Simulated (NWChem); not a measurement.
System: MnHOF, sextet; SMILES [OH][Mn][F]

Output (shortened):

```
             Northwest Computational Chemistry Package (NWChem) 7.3.0
             --------------------------------------------------------

 CS  symmetry detected

                             Geometry "geometry" -> ""
                             -------------------------

 Output coordinates in angstroms (scale by  1.889725989 to convert to a.u.)

  No.       Tag          Charge          X              Y              Z
 ---- ---------------- ---------- -------------- -------------- --------------
    1 Mn                  25.0000    -0.01060499     0.01819575     0.00000000
    2 F                    9.0000     0.02386191     1.80413218     0.00000000
    3 O                    8.0000     0.07782472    -1.77655859     0.00000000
    4 H                    1.0000    -0.57223017    -2.47961459     0.00000000

 Effective nuclear repulsion energy (a.u.)     146.8826819330

      Symmetry information
      --------------------

 Group name             Cs
 Group number              2
 Group order               2
 No. of unique centers     4

                                 NWChem DFT Module
                                 -----------------

 Summary of "ao basis" -> "ao basis" (spherical)
 ------------------------------------------------------------------------------
       Tag                 Description            Shells   Functions and Types
 ---------------- ------------------------------  ------  ---------------------
 Mn                        def2-svpd                12       34   5s4p2d1f
 F                         def2-svpd                 9       23   4s3p2d
 O                         def2-svpd                 9       23   4s3p2d
 H                         def2-svpd                 4        8   2s2p

      Symmetry analysis of basis
      --------------------------

        a'         61
        a"         27

            General Information
            -------------------
          SCF calculation type: DFT
          Wavefunction type:  spin polarized.
          No. of atoms     :     4
          No. of electrons :    43
           Alpha electrons :    24
            Beta electrons :    19
          Charge           :     0
          Spin multiplicity:     6
          Use of symmetry is: on ; symmetry adaption is: on
          Maximum number of iterations: 150
          AO basis - number of functions:    88
                     number of shells:    34
          Convergence on energy requested:  1.00D-06
          Convergence on density requested:  1.00D-05
          Convergence on gradient requested:  5.00D-04

              XC Information
              --------------
                         B3LYP Method XC Potential
                     Hartree-Fock (Exact) Exchange  0.200
                        Slater Exchange Functional  0.800 local
                    Becke 1988 Exchange Functional  0.720 non-local
              Lee-Yang-Parr Correlation Functional  0.810
                  VWN I RPA Correlation Functional  0.190 local

             Grid Information
             ----------------
          Grid used for XC integration:  medium
          Radial quadrature: Mura-Knowles
          Angular quadrature: Lebedev.
          Tag              B.-S. Rad. Rad. Pts. Rad. Cut. Ang. Pts.
          ---              ---------- --------- --------- ---------
          Mn                  1.40      112          10.0       590
          F                   0.50       49          12.0       434
          O                   0.60       49          11.0       434
          H                   0.35       45          12.0       434
          Grid pruning is: on
          Number of quadrature shells:   255
          Spatial weights used:  Erf1

      Superposition of Atomic Density Guess
      -------------------------------------

 Sum of atomic energies:       -1323.96748427

      Non-variational initial energy
      ------------------------------

 Total energy =   -1323.167339
 1-e energy   =   -2119.147971
 2-e energy   =     649.097950
 HOMO         =      -0.172044
 LUMO         =      -0.158589

   Symmetry analysis of molecular orbitals - initial alpha
   -------------------------------------------------------

  Numbering of irreducible representations:

     1 a'          2 a"

  Orbital symmetries:

     1 a'          2 a'          3 a'          4 a'          5 a'
     6 a"          7 a'          8 a'          9 a'         10 a'
    11 a"         12 a'         13 a'         14 a'         15 a'
    16 a"         17 a'         18 a'         19 a"         20 a'
    21 a'         22 a"         23 a'         24 a"         25 a'
    26 a'         27 a"         28 a'         29 a'         30 a'
    31 a'         32 a"         33 a'         34 a'

   Symmetry analysis of molecular orbitals - initial beta
   ------------------------------------------------------

  Numbering of irreducible representations:

     1 a'          2 a"

  Orbital symmetries:

     1 a'          2 a'          3 a'          4 a'          5 a'
     6 a"          7 a'          8 a'          9 a'         10 a'
    11 a"         12 a'         13 a'         14 a'         15 a'
    16 a"         17 a'         18 a'         19 a"         20 a'
    21 a'         22 a"         23 a'         24 a"         25 a'
    26 a'         27 a"         28 a'         29 a'         30 a'
    31 a'         32 a"         33 a'         34 a'

     ---------------------------------------------
      Total Density - Mulliken Population Analysis
     ---------------------------------------------

    Atom       Charge   Shell Charges
 -----------   ------   -------------------------------------------------------
    1 Mn  25    23.40   2.00  2.00  2.00  0.54  0.24  6.00  6.00 -0.03 -0.00  3.27  1.39  0.00
    2 F    9     9.84   1.99  1.16  0.80 -0.01  3.57  2.18  0.13  0.00  0.02
    3 O    8     9.06   1.99  1.11  0.67 -0.01  3.15  2.00  0.13  0.00  0.02
    4 H    1     0.70   0.56  0.07  0.06  0.02

[...]
```

Level: B3LYP/def2-SVPD, spin-unrestricted. The geometry was optimised at PBE0/def2-SVP, spin-unrestricted. This spin state was assumed; another may lie lower. No stability test was run on the SCF state. B3LYP is NWChem's, with the RPA form of VWN correlation.

Q: Write an input that gives this output.

A: This is not unique; one that fits is the input that was run:
```
start job
memory heap 200 mb stack 900 mb global 1100 mb
geometry units angstroms noautoz
  Mn     0.013584    -0.027144    -0.000000
  F     -0.053390     1.757869     0.000000
  O      0.203757    -1.813984     0.000000
  H     -0.405338    -2.552809     0.000000
end
basis spherical
  Mn library def2-svpd
  F library def2-svpd
  O library def2-svpd
  H library def2-svpd
end
dft
  odft
  mult 6
  xc b3lyp
  iterations 150
  mulliken
end
task dft energy
```
